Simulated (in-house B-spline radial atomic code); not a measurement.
## Sm III (Sm2+): [Xe] 4f6

Level of theory: Dirac-Kohn-Sham B97-1, spherical fractional occupations, Fermi nucleus of rms radius 5.0819 fm; calculated with an all-electron radial atomic-structure program (B-spline basis).

Z_r = [3n² - l(l+1)]/(2<r>); Z_e = n√(-2ε); the last column is Slater's effective charge. Values are occupation-weighted means over j. An effective charge above Z reflects the relativistic contraction of the inner shells.

```json
{"shell": "1s", "electrons": "2", "ε (eV)": "-46739", "<r> (bohr)": "0.02274", "Z_r": "65.95", "Z_e": "58.61", "Slater": "61.70"}
{"shell": "2s", "electrons": "2", "ε (eV)": "-7672.1", "<r> (bohr)": "0.09648", "Z_r": "62.19", "Z_e": "47.49", "Slater": "57.85"}
{"shell": "2p", "electrons": "6", "ε (eV)": "-6866.8", "<r> (bohr)": "0.08517", "Z_r": "58.71", "Z_e": "44.93", "Slater": "57.85"}
{"shell": "3s", "electrons": "2", "ε (eV)": "-1702.7", "<r> (bohr)": "0.2544", "Z_r": "53.06", "Z_e": "33.56", "Slater": "50.75"}
{"shell": "3p", "electrons": "6", "ε (eV)": "-1447.4", "<r> (bohr)": "0.2526", "Z_r": "49.49", "Z_e": "30.94", "Slater": "50.75"}
{"shell": "3d", "electrons": "10", "ε (eV)": "-1090.7", "<r> (bohr)": "0.2309", "Z_r": "45.47", "Z_e": "26.86", "Slater": "40.85"}
{"shell": "4s", "electrons": "2", "ε (eV)": "-354.18", "<r> (bohr)": "0.579", "Z_r": "41.45", "Z_e": "20.41", "Slater": "34.25"}
{"shell": "4p", "electrons": "6", "ε (eV)": "-269.22", "<r> (bohr)": "0.6124", "Z_r": "37.56", "Z_e": "17.79", "Slater": "34.25"}
{"shell": "4d", "electrons": "10", "ε (eV)": "-146.92", "<r> (bohr)": "0.6709", "Z_r": "31.30", "Z_e": "13.14", "Slater": "22.85"}
{"shell": "5s", "electrons": "2", "ε (eV)": "-59.313", "<r> (bohr)": "1.41", "Z_r": "26.59", "Z_e": "10.44", "Slater": "11.15"}
{"shell": "5p", "electrons": "6", "ε (eV)": "-38.306", "<r> (bohr)": "1.642", "Z_r": "22.23", "Z_e": "8.39", "Slater": "11.15"}
{"shell": "4f", "electrons": "6", "ε (eV)": "-15.269", "<r> (bohr)": "1.003", "Z_r": "17.95", "Z_e": "4.24", "Slater": "14.25"}
```

The least bound orbital is 4f7/2 at -15.04 eV, while the most diffuse is 5p3/2 (<r> = 1.672 bohr against 1.01 bohr): energy order and size order differ.

Spin-orbit splittings of the orbital energies (j = l + 1/2 above j = l - 1/2 when positive): 2p 603 eV, 3p 122.6 eV, 3d 26.58 eV, 4p 27.07 eV, 4d 4.859 eV, 5p 3.677 eV, 4f 0.5385 eV.

For the 1s electron the small component carries 5.31 % of the norm, the zero-frequency Breit interaction raises the level by 136.1 eV, self-energy by 80.81 eV, and vacuum polarisation lowers it by 12.78 eV.

Caution: exact exchange at fractional occupations of open shells leaves self-interaction of up to several eV.
